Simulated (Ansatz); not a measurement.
The lowest singlet and triplet of BH (SMILES [BH]); geometries from B3LYP-D3(BJ)/def2-TZVP, each state relaxed from the structure named, with no frequency check.
Singlet (charge 0, multiplicity 1):
```xyz
2

B      0.0000     0.0000    -0.2055
H      0.0000     0.0000     1.0276
```
Triplet (charge 0, multiplicity 3):
```xyz
2

B      0.00000     0.00000    -0.19866
H      0.00000     0.00000     0.99332
```

```tsv
level	gap E(singlet) − E(triplet), adiabatic (eV)	minus FCI/cc-pVQZ	cost
R-HF/cc-pVTZ	-0.362	0.963	-
U-SVWN5/def2-TZVPP	-0.989	0.335	×1
R-PBE/def2-TZVPP	-0.937	0.387	×1
U-r2SCAN/def2-TZVPP (spin-contaminated)	-0.736	0.589	×2
R-MP2/cc-pVDZ	-0.926	0.399	-
U-MP2/cc-pVQZ (spin-contaminated)	-0.842	0.482	-
R-SCS-MP2/cc-pVTZ	-1.235	0.090	-
U-CCSD/cc-pVTZ (spin-contaminated)	-1.292	0.032	-
U-CCSD(T)/cc-pVTZ (spin-contaminated)	-1.312	0.012	×2
R-CCSDT(Q)/cc-pVQZ	-1.323	0.001	×80
SC-NEVPT2 on SA-CASSCF(4,5)/cc-pVQZ	-1.349	-0.024	-
FIC-NEVPT4(SD) on SA-CASSCF(4,5)/cc-pVTZ	-1.322	0.002	-
FIC-MRCISD+Q on SA-CASSCF(4,5)/cc-pVQZ	-1.326	-0.002	-
FCI/cc-pVQZ	-1.324	0.000	×90
```

 Full CI is exact for the correlated electrons in its own basis alone.

The rows run from -1.349 (SC-NEVPT2 on SA-CASSCF(4,5)/cc-pVQZ) to -0.362 eV (R-HF/cc-pVTZ).

A positive gap puts the triplet lower; no zero-point energy. R- takes a restricted singlet. U- takes an unrestricted singlet (broken symmetry where lower, unprojected). The triplet is unrestricted in single-reference levels. Active spaces average the two states.

Cores are frozen in the correlated methods.

Doubts at one or more of the structures used: a restricted determinant that unrestricted orbitals would lower (R-HF/cc-pVTZ, R-PBE/def2-TZVPP, R-MP2/cc-pVDZ, R-SCS-MP2/cc-pVTZ, R-CCSDT(Q)/cc-pVQZ); T1 above 0.05 (U-CCSD/cc-pVTZ (spin-contaminated), U-CCSD(T)/cc-pVTZ (spin-contaminated)).

Codes used: Ansatz (Gaussian basis) for Hartree–Fock, density functionals and correlated methods. 

Costs are rough ratios of core time to R-PBE/def2-TZVPP (about 0.7 s over the structures, on one shared machine); a dash marks a level with no comparable run of its own.

Ansatz is a program for electronic structure.
